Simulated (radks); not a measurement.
Task: These are the eigenvalues of the occupied orbitals of an atom or ion with whole-number occupations (eV). Method: Dirac Kohn-Sham, PBEsol, spin-unpolarised, spherical densities, point nucleus; computed with a radial shooting solver on a logarithmic mesh with Libxc functionals.

1s1/2: -85479.00
2s1/2: -15221.28
2p1/2: -14610.57
2p3/2: -12545.67
3s1/2: -3646.176
3p1/2: -3371.162
3p3/2: -2912.140
3d3/2: -2458.941
3d5/2: -2360.907
4s1/2: -827.3112
4p1/2: -708.9439
4p3/2: -597.2464
4d3/2: -404.2598
4d5/2: -383.4246
5s1/2: -148.6089
4f5/2: -134.2134
4f7/2: -129.6135
5p1/2: -108.8681
5p3/2: -88.5750
5d3/2: -34.5484
5d5/2: -32.2894
6s1/2: -25.4189

Which element is it, and in what charge state? The configuration may be excited. Open shells, if any, fill j = l - 1/2 first.

Result: Z = 81, thallium, charge +2: Tl2+ in [Xe] 4f14 5d10 6s1. The list shows which subshells hold electrons but not how many an open one holds; the 1s level, -3141.3 hartree, gives Z - s = 79.3 by -(Z - s)^2/2, which with screening and relativity narrows Z to a few neighbours, and the depths of the outer levels then fix element, charge and occupations together.
